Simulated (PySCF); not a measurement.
**State search for Ca2**

Unrestricted PBE0; Ca x2c-TZVPall; spin-free X2C with a Gaussian nucleus (PySCF 2.14). Outer shells of the fragments: Ca 4s2; Ca 4s2.

Followed along the bond (rough minima from three points):

| 2Ms+1 | unpaired | ⟨S²⟩ at the start | R at minimum (Å) | Te (eV) |
| --- | --- | --- | --- | --- |
| 1 | none | 0.00 | 4.27 | 0.00 |
| 1 | σ ↑, π ↓ | 1.10 | 3.44 | 0.74 |
| 3 | σ ↑, π ↑ | 2.02 | 3.47 | 0.76 |
| 3 | σ ↑↑ | 2.02 | 3.86 | 0.92 |
| 3 | π ↑↑ | 2.07 | none in the scan | ≤ 1.64 |

Solutions found at the starting distance of 3.180 Å, counted from the lowest of them; the search is not exhaustive and high or unbound solutions are not listed, so other states can lie among these:

```
2Ms+1  unpaired   term  E (eV)  ⟨S²⟩  ⟨Lz²⟩
    1      none    ¹Σ⁺    0.00  0.00   0.00
    1  σ ↑, π ↓  mixed    0.14  1.10   1.04
    3  σ ↑, π ↑     ³Π    0.17  2.02   1.02
    3      σ ↑↑    ³Σ⁺    0.72  2.02   0.00
    3      π ↑↑    ³Σ⁻    0.95  2.07   0.00
    1      π ↑↓  mixed    1.12  1.04   2.08
```

A term symbol is given only where ⟨S²⟩ and ⟨Lz²⟩ are close to those of a pure state; real π, δ and φ orbitals otherwise mix terms, and g/u labels are left off.

Q: Compare the gap between the two lowest followed solutions at the starting distance with the gap between their minima.

A: At PBE0 the second solution (Ms = 0 of mixed spin, unpaired electrons σ ↑, π ↓) lies +0.14 eV from the first (singlet, closed shell) at 3.180 Å and +0.74 eV at the minima; the two curves relax by different amounts, since their minima lie near 3.44 and 4.27 Å.
